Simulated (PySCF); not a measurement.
Basis and Hamiltonian dependence of the ionisation energy of Ge

Ge [Ar] 3d10 4s2 4p2 (3P) → Ge⁺ [Ar] 3d10 4s2 4p1 (2P). Calculated with PySCF 2.14 from differences of total energies of unrestricted determinants, without spin-orbit coupling. Values in eV.

```
                                                                               basis       Hamiltonian  functions    UHF    PBE   PBE0  MP2 (valence)  CCSD(T) (valence)  CCSD(T) (valence and next inner shell)
                                                                              6-31G*  non-relativistic         32  7.445  7.957    n/a          7.668              7.689                                     n/a
                                                        aug-cc-pVDZ-PP with ECP10MDF               ECP         32  7.411  7.851  7.893          7.680              7.722                                     n/a
                                                                      aug-cc-pVDZ-DK     spin-free X2C         36  7.413  7.903  7.933          7.679              7.719                                     n/a
                                                            cc-pVTZ-PP with ECP10MDF               ECP         39  7.408  7.844    n/a          7.751              7.805                                     n/a
                                                                             pcseg-2  non-relativistic         43  7.448  7.932    n/a          7.790              7.844                                     n/a
                                                                       jorge-DZP-DKH     spin-free X2C         43  7.336    n/a  7.811          7.309              7.246                                     n/a
                                                      aug-cc-pwCVDZ-PP with ECP10MDF               ECP         48  7.409  7.855  7.894          7.689              7.732                                   7.756
                                                                         x2c-TZVPall     spin-free X2C         48  7.414  7.882  7.920          7.758              7.814                                     n/a
                                                        aug-cc-pVTZ-PP with ECP10MDF               ECP         55  7.404  7.845  7.888          7.759              7.814                                     n/a
                                                                         aug-pcseg-2  non-relativistic         59  7.444  7.927  7.962          7.791                n/a                                     n/a
      aug-cc-pVTZ-PP with one added diffuse shell each of s, d, f type with ECP10MDF               ECP         68  7.404  7.845  7.888          7.759              7.814                                     n/a
                                                                          dyall-av2z  non-relativistic         92  7.448  7.920  7.954          7.722              7.762                                     n/a
                                                                         def2-QZVPPD  non-relativistic         95  7.434  7.919  7.953          7.808              7.858                                     n/a
aug-cc-pVQZ-PP with one added diffuse shell each of s, p, d, f, g type with ECP10MDF               ECP        114  7.402  7.850  7.890          7.783                n/a                                     n/a
```

Frozen in the all-electron rows: valence: [Ar] 3d10; valence and next inner shell: [Ne]; with a core potential, the same shells as far as they lie outside it.

Non-relativistic rows lack the scalar-relativistic shift.

Reference for a calculation without spin-orbit coupling: 7.925 eV (measured, between term centres; NIST).
